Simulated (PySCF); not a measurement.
C6H10OS.
Z-matrix (Å and degrees, GFN2-xTB geometry), rows numbered from 1:
```
C 
C   1  1.3198
C   2  1.4917  1  123.85
C   3  1.5353  2  114.99  1  -122.91
S   4  1.8280  3   93.22  2  -135.66
C   3  1.5429  2  115.06  1   127.39
O   6  1.3741  3  113.03  2    18.81
C   7  1.4084  6  113.64  3   176.11
H   1  1.0764  2  121.84  3   179.43
H   1  1.0782  2  121.89  3    -0.44
H   2  1.0804  1  121.09  3   179.99
H   3  1.0928  2  110.30  1     3.03
H   4  1.0886  3  113.44  2   -22.10
H   4  1.0868  3  115.83  2   107.06
H   6  1.0986  3  115.31  2  -111.45
H   8  1.0873  7  106.57  6  -178.54
H   8  1.0961  7  110.40  6   -59.12
H   8  1.0960  7  110.94  6    61.85
```

Closed-shell single points with PySCF (density fitting; grid level 2 and gas phase unless stated) on one GFN2-xTB geometry.

Question: Rank these settings by the number of (spherical) basis functions, lowest first.
A. PBE0/IGLO-II, damping 0.1 at the start, DIIS from the seventh cycle
B. PBE0/pcSseg-1
C. PBE0/def2-SVPD

Answer: B (193), A (249), C (250).

All figures of these runs:

```tsv
settings	basis functions	SCF cycles	E (Eh)	HOMO (eV)	LUMO (eV)	dipole (D)
PBE0/pcSseg-1	193	14	-707.4548	-6.51	-0.21	1.16
PBE0/def2-SVPD	250	14	-707.1854	-6.55	-0.36	1.18
PBE0/IGLO-II, damping 0.1 at the start, DIIS from the seventh cycle	249	19	-707.5627	-6.40	-0.18	1.01
```

Cycle counts include a coarse-grid stage where the run had one.

One conformer stands for the species.
